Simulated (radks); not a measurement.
Neutral silicon inside a hard spherical wall (all orbitals vanish at R), configuration held at [Ne] 3s2 3p2 and not refilled when levels cross. All-electron calculation, non-relativistic Kohn-Sham, PBE, spin-polarised, spherical densities, point nucleus; open shells are filled with parallel spins first. Program: a radial shooting solver on a logarithmic mesh with Libxc functionals. Eigenvalues in eV for spin up, with the zero of energy where the potential of the charges vanishes at infinity; a dash marks a level that is unbound or too diffuse for the functional's potential to be trusted. A positive occupied level is held by the wall or, in an anion where self-interaction has pushed it up, behind a barrier. The pressure on the wall is -dE/dV.

| R (bohr) | E (hartree) | kinetic (hartree) | e(2s) | e(2p) | e(3s) | e(3p) | e(4s, empty) | e(4p, empty) | pressure (GPa) |
|---|---|---|---|---|---|---|---|---|---|
| free | -289.23200 | 288.805 | -138.65 | -95.427 | -11.331 | -4.630 | - | - | 0 |
| 20 | -289.23200 | 288.805 | -138.65 | -95.427 | -11.331 | -4.630 | - | - | < 0.0001 |
| 15 | -289.23200 | 288.805 | -138.65 | -95.427 | -11.331 | -4.630 | -0.418 | 0.523 | < 0.0001 |
| 7 | -289.22390 | 288.862 | -138.16 | -94.934 | -11.004 | -4.259 | 3.258 | 6.382 | 0.452 |
| 4 | -288.89563 | 290.271 | -131.50 | -88.249 | -6.301 | 1.718 | 28.733 | 35.768 | 66.5 |
| 3 | -287.85063 | 293.574 | -121.53 | -78.214 | 3.929 | 14.041 | 71.865 | 80.277 | 536 |
| 2.5 | -286.22941 | 297.953 | -112.12 | -68.701 | 17.970 | 29.881 | 122.85 | 130.41 | 1830 |
| 2 | -282.10319 | 308.073 | -96.491 | -52.669 | 51.680 | 65.335 | 228.91 | 230.57 | 7750 |
